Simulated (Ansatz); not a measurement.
Geometry optimisation of Rb5H4⁺.

```yaml
crystal:
  periodic: [false, false, false]
  atoms:
    - {symbol: Rb, position_ang: [0.295620, 2.363040, 2.560940]}
    - {symbol: Rb, position_ang: [-1.989060, 1.247820, -0.608880]}
    - {symbol: Rb, position_ang: [1.082440, 4.071020, -0.918230]}
    - {symbol: Rb, position_ang: [2.367820, 0.164900, -0.154940]}
    - {symbol: Rb, position_ang: [-0.717990, -3.011630, -0.516860]}
    - {symbol: H, position_ang: [2.392240, 2.622750, 0.871000]}
    - {symbol: H, position_ang: [-1.481080, -5.385980, -1.101550]}
    - {symbol: H, position_ang: [-1.070040, 3.483090, 0.510200]}
    - {symbol: H, position_ang: [-0.879940, -5.555010, -0.641670]}
basis:
  gaussian: {orbitals: def2-SVP}
total_charge: 1
hamiltonian: {xc: pbe, dispersion: d4}
scf: {lower_state_search: "off"}
output: {orbitals: {seedname: orbitals}}
relax: {f_tol: 0.02, max_steps: 100}
```

```sh
$ ansatz run in.yaml --threads 4 --pin off --events-out ev --progress --plain --max-ram 3916MiB
```

Shortened log:

```
Functional definition: PBE
mean field -3337.99694075 eV, -122.6691249968 hartree, gradient 2.5e-6 eV, S^2 0.000000; 0 other end points of the search recorded, 0 dependent functions left out
relax step   1: F+E_penalty+E_count = -3338.26944588 eV  Δ(F+E_penalty+E_count) = +0.000e0 eV  max|allowed force component| = 6.781e-1 eV/Å  Δτ_max = 0.0000 Å  (18 SCF iters, accepted)
mean field -3338.32455993 eV, -122.6811647798 hartree, gradient 3.3e-6 eV, S^2 0.000000; 0 other end points of the search recorded, 0 dependent functions left out
relax step   2: F+E_penalty+E_count = -3338.59552693 eV  Δ(F+E_penalty+E_count) = -3.261e-1 eV  max|allowed force component| = 2.397e-1 eV/Å  Δτ_max = 0.1949 Å  (20 SCF iters, accepted)
mean field -3338.43839404 eV, -122.6853481060 hartree, gradient 9.3e-7 eV, S^2 0.000000; 0 other end points of the search recorded, 0 dependent functions left out
relax step   3: F+E_penalty+E_count = -3338.70714272 eV  Δ(F+E_penalty+E_count) = -1.116e-1 eV  max|allowed force component| = 2.067e-1 eV/Å  Δτ_max = 0.1921 Å  (20 SCF iters, accepted)
mean field -3338.49242033 eV, -122.6873335355 hartree, gradient 1.3e-6 eV, S^2 0.000000; 0 other end points of the search recorded, 0 dependent functions left out
relax step   4: F+E_penalty+E_count = -3338.76202517 eV  Δ(F+E_penalty+E_count) = -5.488e-2 eV  max|allowed force component| = 7.501e-2 eV/Å  Δτ_max = 0.1999 Å  (20 SCF iters, accepted)
mean field -3338.51601095 eV, -122.6882004751 hartree, gradient 3.0e-6 eV, S^2 0.000000; 0 other end points of the search recorded, 0 dependent functions left out
relax step   5: F+E_penalty+E_count = -3338.78488141 eV  Δ(F+E_penalty+E_count) = -2.286e-2 eV  max|allowed force component| = 1.601e-1 eV/Å  Δτ_max = 0.1998 Å  (18 SCF iters, accepted)
mean field -3338.54469608 eV, -122.6892546341 hartree, gradient 1.6e-6 eV, S^2 0.000000; 0 other end points of the search recorded, 0 dependent functions left out
relax step   6: F+E_penalty+E_count = -3338.81191735 eV  Δ(F+E_penalty+E_count) = -2.704e-2 eV  max|allowed force component| = 9.649e-2 eV/Å  Δτ_max = 0.1950 Å  (19 SCF iters, accepted)
mean field -3338.56310337 eV, -122.6899310895 hartree, gradient 2.3e-6 eV, S^2 0.000000; 0 other end points of the search recorded, 0 dependent functions left out
relax step   7: F+E_penalty+E_count = -3338.83035895 eV  Δ(F+E_penalty+E_count) = -1.844e-2 eV  max|allowed force component| = 3.527e-2 eV/Å  Δτ_max = 0.2000 Å  (18 SCF iters, accepted)
mean field -3338.56998796 eV, -122.6901840935 hartree, gradient 2.3e-6 eV, S^2 0.000000; 0 other end points of the search recorded, 0 dependent functions left out
relax step   8: F+E_penalty+E_count = -3338.83569624 eV  Δ(F+E_penalty+E_count) = -5.337e-3 eV  max|allowed force component| = 2.762e-2 eV/Å  Δτ_max = 0.1641 Å  (18 SCF iters, accepted)
mean field -3338.57126906 eV, -122.6902311731 hartree, gradient 2.6e-6 eV, S^2 0.000000; 0 other end points of the search recorded, 0 dependent functions left out
relax step   9: F+E_penalty+E_count = -3338.83731679 eV  Δ(F+E_penalty+E_count) = -1.621e-3 eV  max|allowed force component| = 2.137e-2 eV/Å  Δτ_max = 0.0493 Å  (19 SCF iters, accepted)
mean field -3338.57141087 eV, -122.6902363843 hartree, gradient 1.2e-6 eV, S^2 0.000000; 0 other end points of the search recorded, 0 dependent functions left out
relax step  10: F+E_penalty+E_count = -3338.83870447 eV  Δ(F+E_penalty+E_count) = -1.388e-3 eV  max|allowed force component| = 1.807e-2 eV/Å  Δτ_max = 0.0804 Å  (19 SCF iters, accepted)
mean field -3338.57200498 eV, -122.6902582177 hartree, gradient 2.3e-6 eV, S^2 0.000000; 0 other end points of the search recorded, 0 dependent functions left out
relax step  11: F+E_penalty+E_count = -3338.83899812 eV  Δ(F+E_penalty+E_count) = -2.937e-4 eV  max|allowed force component| = 6.704e-3 eV/Å  Δτ_max = 0.0180 Å  (19 SCF iters, accepted)
Total energy: -3338.83909868 eV, -122.7000737300 hartree
Atom 0 at     0.214402     1.994903     2.381892 Å, force     0.000083    -0.000824    -0.003290 eV/Å
Atom 1 at    -2.330822     1.651779    -1.059793 Å, force     0.001146    -0.002690     0.000304 eV/Å
Atom 2 at     1.245165     4.980971    -0.245751 Å, force    -0.000385    -0.000074    -0.000288 eV/Å
Atom 3 at     2.905456     0.323533    -0.517175 Å, force    -0.002291    -0.001966    -0.000047 eV/Å
Atom 4 at    -0.774622    -2.731218     0.350709 Å, force     0.001242     0.001829    -0.002366 eV/Å
Atom 5 at     2.357598     2.708574     0.673322 Å, force     0.000677     0.001367     0.002175 eV/Å
Atom 6 at    -1.622927    -6.120386    -1.170216 Å, force    -0.006704     0.004439    -0.004377 eV/Å
Atom 7 at    -0.962254     3.550922     0.328643 Å, force    -0.000210     0.001695     0.002038 eV/Å
Atom 8 at    -1.031988    -6.359077    -0.741621 Å, force     0.006442    -0.003777     0.005852 eV/Å
Dipole moment:     0.161666     0.506765    -0.307388 e Å
Checks for a lower state left out: stability, starts, cluster_reference, orbital_swaps, neighbouring_geometries, increment
```

Hardware: 4 threads of AMD EPYC 7B13 on a shared host. Wall time 17 s.

In the def2 sets Rb takes a core potential; there is no spin–orbit coupling. The structure comes from a short search, and lower isomers may exist.
